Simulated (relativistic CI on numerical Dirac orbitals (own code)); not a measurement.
## Level scheme of Tm XXXVII

Computed by Dirac-Coulomb-Breit CI, separate exchange-only KLI orbitals for each configuration, model QED (radiative potential, 1s self-energy scaled to tabulated hydrogen-like ionisation energies), unscaled Slater integrals (own radial code, finite nucleus).

CI space (outside the closed core [Ar] 3d10): 4s2.4p3, 4s.4p4, 4s2.4p2.4d, 4p5, 4s.4p3.4d, 4s2.4p2.4f, 4s.4p3.4f, 4p4.4d, 4s.4p2.4d2, 4s2.4p.4d.4f, 4p4.4f, 4s2.4p.4d2, 4s2.4d3, 4s.4p.4d3, 4s2.4d2.4f, 4s.4p.4d2.4f, 4p3.4d2, 4p2.4d3, 4p2.4d2.4f. Double excitations out of closed p, d and f shells are left out; levels of such configurations are missing from the list, as are those of other unlisted configurations, and high levels can miss mixing partners.

The lowest level is 4s2.4p3 2P°_3/2, with 45 % of that term; Hund's rules for 4s2.4p3 give 4S° with J = 3/2, of which the calculation keeps J, while another term leads.

```
No.        Configuration  Term    J  E (cm⁻¹)   %  Next component (%)  Landé g
  1              4s2.4p3   2P°  3/2         0  45              28 4S°    1.380
  2              4s2.4p3   4S°  3/2    478607  53              45 2D°    1.448
  3              4s2.4p3   2D°  5/2    519488  99     1 4s.4p3.4d 2D°    1.196
  4              4s2.4p3   2P°  1/2    571977  99    1 4s2.4p.4d2 2P°    0.660
  5              4s2.4p3   2P°  3/2   1057487  53              28 2D°    1.295
  6           4p2(1S).4d    2D  3/2   1090364  34               34 4F    0.812
  7           4s.4p4(3P)    4P  5/2   1140589  61               20 2D    1.468
  8           4s.4p4(1S)    2S  1/2   1278641  54               34 4P    2.163
  9           4p2(1S).4d    2D  5/2   1279511  23               22 4D    1.221
 10           4s.4p4(1D)    2D  3/2   1299981  32               31 2P    1.150
 11           4p2(3P).4d    4F  3/2   1568024  32               27 4D    0.934
 12           4p2(1D).4d    2F  5/2   1570502  45               44 4F    0.973
 13           4p2(3P).4d    4D  1/2   1572852  76               16 2P    0.250
 14           4p2(1D).4d    2G  7/2   1611675  43               27 2F    1.061
 15           4s.4p4(3P)    4P  3/2   1628019  49    21 4s2.4p2.4d 2P    1.507
 16           4s.4p4(1D)    2D  5/2   1673490  34    23 4s2.4p2.4d 2D    1.204
 17           4p2(3P).4d    4D  7/2   1682142  47               36 4F    1.311
 18           4p2(3P).4d    4P  5/2   1722343  32               29 2D    1.260
 19           4p2(1D).4d    2P  1/2   1727174  35               30 4P    1.490
 20           4p2(1D).4d    2G  9/2   1727204  57               42 4F    1.201
 21           4p2(1D).4d    2D  3/2   1731302  32               23 2P    1.194
 22           4p2(3P).4d    4D  3/2   1777672  29        23 4s.4p4 2D    1.195
 23           4p2(1D).4d    2S  1/2   1804075  34        21 4s.4p4 4P    1.697
 24           4p2(3P).4d    2F  5/2   1815752  30               29 4D    1.174
 25           4p2(1D).4d    2F  7/2   1824561  44               30 2G    1.096
 26           4p2(1D).4d    2P  3/2   1846096  38               29 2D    1.191
 27           4p2(1D).4d    2D  5/2   1858235  45               20 4P    1.234
 28           4p2(3P).4d    2D  3/2   1893375  30        28 4s.4p4 2P    1.014
 29           4p2(1D).4d    2P  1/2   1923572  51        20 4s.4p4 2P    1.102
 30           4p2(3P).4d    4P  1/2   2197326  40               22 2S    1.903
 31           4p2(1D).4d    2D  3/2   2203293  34               26 4P    1.174
 32           4p2(3P).4d    2P  1/2   2206218  64               11 4D    0.975
 33           4p2(1D).4d    2D  5/2   2208479  29               22 2F    1.202
 34           4p2(1D).4d    2F  7/2   2212559  43               40 4D    1.271
 35           4p2(3P).4d    4F  9/2   2229072  57               42 2G    1.236
 36           4p2(3P).4d    2F  7/2   2238551  67               25 2G    1.084
 37  4s.4p3(4S°)<5S°>.4d   6D°  5/2   2246392  28              27 4D°    1.309
 38  4s.4p3(4S°)<5S°>.4d   6D°  3/2   2252561  35              22 4D°    1.385
 39  4s.4p3(4S°)<5S°>.4d   6D°  1/2   2252769  42              40 4P°    2.621
 40  4s.4p3(4S°)<5S°>.4d   6D°  7/2   2267465  28              25 4F°    1.329
 41           4p2(1S).4d    2D  3/2   2286971  63               19 2P    0.911
 42           4p2(1S).4d    2D  5/2   2329989  78               13 4D    1.204
 43  4s.4p3(2D°)<3D°>.4d   4F°  3/2   2335451  29              22 2D°    0.961
 44  4s.4p3(2P°)<3P°>.4d   4F°  9/2   2350738  42              40 6D°    1.389
 45  4s.4p3(2D°)<3D°>.4d   4G°  5/2   2365151  26              23 2F°    0.883
```

Energies count from the lowest computed level; ° marks odd parity. Percentages are summed over parent terms; the parents shown are those of the largest component, closed shells are left out there, and <> holds an intermediate term.

The mean weight of the leading LS term, summed over parents, in these 45 levels is 45 %, and that of the leading jj configuration (from the same eigenvectors) 80 %, so jj coupling describes them better and the LS labels are nominal.

At this charge energies of transitions that change n are usually good to better than 1 %, and those within a shell (Δn = 0) to a few per cent.

LS names give the leading component of a level, which can be under half, so a name can repeat, a term be missing and a line seem to break the LS rules.
